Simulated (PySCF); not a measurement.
Job file and geometry (Å, from GFN2-xTB) of an NMR shielding run on `O=C[SiH2][C@@H](C=O)[SiH2]P`, C3H9O2PSi2, GIAO PBE0/pcSseg-1 NMR shielding, non-relativistic, gas phase (PySCF); density fitting, a coarse starting grid and PySCF grid level 2 are the driver's defaults:

```
$ OMP_NUM_THREADS=1 python probes_run.py task.json out

{"job": {"kind": "nmr", "xc": "PBE0", "basis": "pcSseg-1"}, "charge": 0, "multiplicity": 1}
O     -0.222897     2.498844    -0.557917
C     -1.299786     2.010208    -0.804365
Si    -1.981793     0.546470     0.221019
C     -0.522281    -0.681974     0.188700
C     -0.305346    -0.953257    -1.229355
O     -0.746340    -0.237030    -2.100809
Si     1.150987     0.029452     0.859083
P      2.434920    -1.816156     0.967686
H     -1.883632     2.394448    -1.662102
H     -2.234857     0.979756     1.595612
H     -3.158706    -0.026026    -0.426445
H     -0.682505    -1.605224     0.748451
H      0.316865    -1.832456    -1.485529
H      1.739337     1.072345     0.030829
H      0.885138     0.484166     2.226580
H      3.009165    -1.656156    -0.281912
H      3.494734    -1.195379     1.599748
```

Q: Write the output of this run.

A: 
```
coarse grid: 15888 points
cycle   1  E = -1189.4797819550  dE =  9.492e-01  |g| = 9.995e-01  |ddm| = 3.773e+00
cycle   2  E = -1188.7662703172  dE =  7.135e-01  |g| = 2.137e+00  |ddm| = 2.885e+00
cycle   3  E = -1189.6741781026  dE = -9.079e-01  |g| = 1.489e-01  |ddm| = 2.268e+00
cycle   4  E = -1189.6777538676  dE = -3.576e-03  |g| = 9.300e-02  |ddm| = 2.201e-01
cycle   5  E = -1189.6798450038  dE = -2.091e-03  |g| = 1.493e-02  |ddm| = 8.845e-02
cycle   6  E = -1189.6798791819  dE = -3.418e-05  |g| = 8.903e-03  |ddm| = 2.023e-02
cycle   7  E = -1189.6798925574  dE = -1.338e-05  |g| = 2.935e-03  |ddm| = 7.731e-03
cycle   8  E = -1189.6798943522  dE = -1.795e-06  |g| = 7.486e-04  |ddm| = 3.363e-03
final grid: 140168 points
cycle   9  E = -1189.7467520438  dE = -4.194e-06  |g| = 1.336e-02  |ddm| = 2.488e-02
cycle  10  E = -1189.7466493986  dE =  1.026e-04  |g| = 2.692e-02  |ddm| = 2.529e-02
cycle  11  E = -1189.7467847713  dE = -1.354e-04  |g| = 1.087e-03  |ddm| = 1.817e-02
cycle  12  E = -1189.7467850448  dE = -2.734e-07  |g| = 2.251e-04  |ddm| = 1.515e-03
cycle  13  E = -1189.7467850569  dE = -1.217e-08  |g| = 5.906e-05  |ddm| = 3.086e-04
cycle  14  E = -1189.7467850577  dE = -8.013e-10  |g| = 2.488e-05  |ddm| = 8.312e-05
converged SCF energy = -1189.7467850577

GIAO shielding tensors (ppm)
atom      isotropic    diamagn.    paramagn.     s11        s22        s33       span
  0 O     -497.380     404.109    -901.490  -1398.642   -494.482    400.982   1799.624
  1 C      -53.141     253.471    -306.612   -167.069    -89.278     96.926    263.995
  2 Si     414.737     881.481    -466.744    380.563    423.215    440.433     59.870
  3 C      145.300     264.013    -118.713    120.423    137.124    178.355     57.932
  4 C      -22.838     252.516    -275.354   -124.767    -49.260    105.514    230.280
  5 O     -327.903     401.633    -729.536   -888.965   -414.605    319.861   1208.826
  6 Si     394.460     881.311    -486.851    349.345    407.093    426.943     77.598
  7 P      610.370     967.903    -357.533    564.125    607.468    659.516     95.391
  8 H       19.602      27.640      -8.038     15.277     20.235     23.294      8.016
  9 H       27.770      29.694      -1.924     24.520     26.397     32.392      7.872
 10 H       27.292      29.590      -2.298     24.088     24.991     32.798      8.710
 11 H       29.324      33.898      -4.574     25.277     30.250     32.445      7.168
 12 H       21.820      30.650      -8.831     18.136     21.411     25.912      7.776
 13 H       26.306      30.723      -4.417     20.834     25.721     32.362     11.528
 14 H       27.076      30.373      -3.297     23.378     26.283     31.567      8.190
 15 H       30.341      30.840      -0.499     25.135     27.842     38.045     12.910
 16 H       30.367      29.642       0.726     25.088     26.687     39.327     14.239
```

Q: Turn these shieldings into chemical shifts. References, each an isolated molecule treated in the same way: ¹⁷O (σref 336.08) vs H2O; ¹³C (σref 186.93), ²⁹Si (σref 349.16), ¹H (σref 31.72) against TMS; ³¹P (σref 318.38) against H3PO4.

A: Averaging equivalent atoms: O 0: 833.5; O 5: 664.0; C 1: 240.1; C 4: 209.8; C 3: 41.6; Si 6: -45.3; Si 2: -65.6; P 7: -292.0; H 8: 12.12; H 12: 9.90; H 13: 5.41; H 14: 4.64; H 10: 4.42; H 9: 3.95; H 11: 2.39; H 15/16: 1.36 ppm. Unscaled 17O shifts of doubly bonded oxygen tend to come out too high, by tens of ppm or more. Experimental scales use liquid or dissolved standards, which lie at an offset from isolated H2O (liquid H2O: subtract about 36 ppm) and H3PO4.

Size and cost of the density-fitted run: 202 basis functions, 69 s wall time on 1 thread of an Arm Neoverse N1, shared host; peak memory 0.85 GiB.
